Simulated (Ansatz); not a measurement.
A made-up structure of BGeH₄, doublet:

```xyz
6
angstrom
B -0.0110 -1.0811 0.1249
Ge 0.0090 0.8790 -0.1015
H -0.7921 -1.5687 0.8826
H 0.3278 -0.4433 -0.7572
H 0.9515 1.6517 -1.0356
H -0.9156 1.8631 0.6296
```

It is relaxed with PBE-D4/def2-SVP and then PBE0-D4/def2-TZVP (Ansatz 0.2.0). Atoms count as bonded within 1.22 times the sum of their covalent radii (H–H: 0.88 Å). The end point is not checked to be a true minimum.

(1) Does its bonding change? (A judgement: the text doesn't fix the answer.)

Results:

(1) Computed: Yes. Formed: none; broken: Ge2–H4.

Where it ends: The first stage lowers the energy by 3.05 eV in 9 steps. It ends as BGeH₄ ([BH2][GeH2]):
```json
{"atom": "B1", "x (Å)": "-0.1174", "y (Å)": "-0.8705", "z (Å)": "-0.0447"}
{"atom": "Ge2", "x (Å)": "-0.0347", "y (Å)": "1.1009", "z (Å)": "-0.0415"}
{"atom": "H3", "x (Å)": "-0.8151", "y (Å)": "-1.4223", "z (Å)": "0.7496"}
{"atom": "H4", "x (Å)": "0.5320", "y (Å)": "-1.4762", "z (Å)": "-0.8407"}
{"atom": "H5", "x (Å)": "0.8124", "y (Å)": "1.9521", "z (Å)": "-0.9984"}
{"atom": "H6", "x (Å)": "-0.8077", "y (Å)": "2.0168", "z (Å)": "0.9185"}
```

Labels in which every atom is bracketed show which atoms are joined, not bond orders.

For scale, one of the runs: PBE0-D4/def2-TZVP relaxation, 103 basis functions, launched by `ansatz run in.yaml --threads 2 --pin off --events-out ev --progress --plain --max-ram 4352MiB`. Hardware: 2 CPU threads of an Intel Xeon, shared host. Wall time about 22 s.
